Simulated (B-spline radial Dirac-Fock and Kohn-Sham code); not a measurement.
Yb⁺: eigenvalues, ΔSCF and the reference

System: ytterbium as Yb⁺, configuration [Xe] 4f14 6s1.

The density-functional columns are spherical, spin-unpolarised Dirac-Kohn-Sham results without Breit or QED terms: −ε is minus the orbital energy of the initial state and ΔSCF the difference of two total energies. The reference in the last column comes from multi-electron Dirac-Fock with separately optimised hole states, Breit and Lamb-shift corrections added in first order. All numbers are from a radial B-spline solver, in eV; a selection of levels is shown. The Kohn-Sham columns are given as differences from the reference. For the 1s level of heavy atoms much of the gap between ΔSCF and the reference is the Breit and QED part, -290.1 eV here; for other levels the error of the functional can be larger.

```csv
level,LDA −ε − DF,LDA ΔSCF − DF,PBE −ε − DF,PBE ΔSCF − DF,Dirac-Fock
1s,-232.1,+279.5,-178.5,+334.7,61335.4
2s,-147.9,-57.4,-140.3,-50.1,10501.5
2p1/2,-104.6,+12.4,-101.2,+15.6,9985.5
2p3/2,-115.2,-13.2,-113.0,-11.2,8950.3
3s,-71.7,-48.0,-69.5,-46.0,2410.0
3p1/2,-55.4,-29.7,-54.5,-28.9,2184.2
3p3/2,-54.4,-31.2,-53.9,-30.8,1961.4
3d3/2,-33.7,-5.1,-33.8,-5.2,1582.2
3d5/2,-34.6,-6.9,-34.7,-7.1,1534.5
4s,-34.9,-24.9,-33.9,-24.0,499.7
4p1/2,-27.8,-17.9,-27.4,-17.5,407.8
4p3/2,-28.2,-18.6,-27.6,-18.0,357.8
4d3/2,-16.9,-7.5,-16.9,-7.5,206.7
4d5/2,-17.0,-7.7,-16.9,-7.6,197.6
4f5/2,-2.4,+5.8,-2.8,+5.5,13.24
4f7/2,-2.5,+5.7,-2.8,+5.3,12.00
5p1/2,-4.2,+2.4,-4.5,+2.1,43.08
5p3/2,-4.3,+2.0,-4.5,+1.7,37.02
6s,-1.7,+1.2,-2.0,+1.0,11.27
```

For the outermost level NIST gives 12.17919 eV (measured); the differences from it are LDA −ε -2.63, LDA ΔSCF +0.28, PBE −ε -2.91, PBE ΔSCF +0.07, Dirac-Fock -0.91 eV.

Values without a named source are computed, but for edge energies of neutral atoms, which are taken from tables.
